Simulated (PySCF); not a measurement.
Species: BMe2(nPr), C5H13B.
Bonds: B1–C2, B1–C6, B1–C10, C10–C11, C11–C12. Hydrogens: H3, H4, H5 on C2; H7, H8, H9 on C6; H13, H14 on C10; H15, H16 on C11; H17, H18, H19 on C12.

Method: PySCF, PBE0-D3(BJ)/def2-SVP geometry optimisation, gas phase; density fitting, grid level 1; the optimiser is geomeTRIC in internal coordinates, started from a GFN2-xTB structure with every atom displaced at random (about 0.03 Å).

Step 0: E = -6061.9852 eV
```
atom  x, y, z in Å  |  force x, y, z in eV/Å
B1      0.5148    0.8473    0.5432   -3.228   2.182   0.006
C2      2.0127    0.8996    0.4963    2.071  -1.736  -0.299
H3      2.3231    1.2739   -0.4865    0.031   0.235  -0.257
H4      2.5757   -0.0587    0.6505   -0.494   0.337  -0.172
H5      2.4361    1.5732    1.2138    0.267   0.985   0.676
C6     -0.3354    2.3097    0.4862    2.749  -2.063   0.865
H7     -0.6584    2.5159    1.4973   -0.537  -0.053   0.772
H8     -1.1622    2.2695   -0.1543   -1.778  -0.142  -1.141
H9      0.2744    3.1585    0.2349    0.623   0.672  -0.438
C10    -0.3703   -0.4431    0.5839   -1.875   0.869  -0.985
C11    -0.4665   -1.0421   -0.8364    1.243   0.689  -0.175
C12    -1.1909   -2.3466   -0.8619   -0.971   0.188  -0.317
H13    -1.4694   -0.2725    0.8856    1.475  -0.023  -0.008
H14     0.0608   -1.1726    1.2192    0.547  -1.218   1.070
H15     0.5570   -1.2300   -1.2417   -0.238   0.305   0.098
H16    -0.9317   -0.2770   -1.5059    0.101  -0.503   0.148
H17    -2.2161   -2.1718   -0.5198   -0.280  -0.252   0.293
H18    -1.2923   -2.7289   -1.8763    0.113  -0.255  -0.420
H19    -0.7242   -3.1107   -0.2436    0.183  -0.219   0.285
```

Step 1: E = -6062.4678 eV
```
atom  x, y, z in Å  |  force x, y, z in eV/Å
B1      0.4802    0.8965    0.5464   -0.641   0.427   0.032
C2      2.0383    0.9043    0.4977    0.516  -0.266   0.019
H3      2.3496    1.2796   -0.4952   -0.026   0.058   0.001
H4      2.5441   -0.0650    0.6477   -0.135   0.024  -0.008
H5      2.4708    1.6185    1.2203   -0.089   0.069  -0.033
C6     -0.3183    2.2654    0.4843    0.602  -0.081  -0.026
H7     -0.6750    2.4601    1.5133   -0.141  -0.013  -0.036
H8     -1.1988    2.1962   -0.1721   -0.097   0.051   0.076
H9      0.3035    3.1285    0.1937   -0.124   0.011  -0.027
C10    -0.3803   -0.4184    0.5933    0.100  -0.367  -0.279
C11    -0.4550   -1.0240   -0.8291    0.167   0.057   0.220
C12    -1.2250   -2.3350   -0.8840   -0.166   0.069  -0.159
H13    -1.4122   -0.2338    0.9311   -0.024   0.034   0.107
H14     0.0671   -1.1734    1.2637   -0.002  -0.019   0.021
H15     0.5703   -1.1789   -1.2166   -0.083  -0.032   0.019
H16    -0.9190   -0.2905   -1.5093   -0.045   0.011  -0.052
H17    -2.2659   -2.2074   -0.5382    0.098   0.024   0.069
H18    -1.2865   -2.7302   -1.9114    0.088  -0.010   0.027
H19    -0.7508   -3.0992   -0.2512    0.002  -0.048   0.030
```

**Question.** Estimate the geometry and energy of step 2. (The exact step hangs on the optimiser's Hessian estimate; all steps are aligned on step 1, rigid shifts and turns removed.)

**Answer.** E = -6062.4910 eV, largest force 0.188 eV/Å
```
atom  x, y, z in Å  |  force x, y, z in eV/Å
B1      0.4614    0.9091    0.5437   -0.116   0.038   0.016
C2      2.0304    0.8904    0.4919    0.130  -0.041  -0.008
H3      2.3437    1.2670   -0.5007   -0.011   0.006   0.017
H4      2.5069   -0.0893    0.6443   -0.024  -0.020   0.011
H5      2.4612    1.6086    1.2127   -0.039  -0.009  -0.026
C6     -0.3033    2.2829    0.4860    0.111   0.059  -0.039
H7     -0.6713    2.4767    1.5124   -0.047   0.000  -0.022
H8     -1.2001    2.2303   -0.1543   -0.008   0.027   0.054
H9      0.3110    3.1491    0.1914   -0.053  -0.029   0.004
C10    -0.3857   -0.4228    0.5910    0.127  -0.118  -0.073
C11    -0.4522   -1.0248   -0.8261   -0.020   0.047   0.085
C12    -1.2156   -2.3389   -0.8880   -0.039  -0.007  -0.057
H13    -1.4131   -0.2437    0.9471   -0.057  -0.013   0.029
H14     0.0725   -1.1752    1.2609   -0.003   0.068  -0.015
H15     0.5705   -1.1761   -1.2128    0.016  -0.016  -0.001
H16    -0.9237   -0.2979   -1.5107   -0.002   0.008  -0.019
H17    -2.2527   -2.2140   -0.5358    0.021   0.004   0.017
H18    -1.2625   -2.7347   -1.9157    0.022  -0.001   0.028
H19    -0.7401   -3.1034   -0.2530   -0.008  -0.003  -0.001
```

The energy changes by -0.0232 eV. The first-order estimate −F·Δx gives -0.0374 eV and the mean of the old and new forces, exact on a quadratic surface, -0.0230 eV. The step makes an angle of 72° with the force vector and moves no atom by more than 0.045 Å.

The cost below is that of the whole optimisation. Hardware: an Intel Xeon Platinum 8259CL at 2.50 GHz with one thread, no GPU, shared host. Cost: 58 s of wall time, 0.58 GiB resident at most.
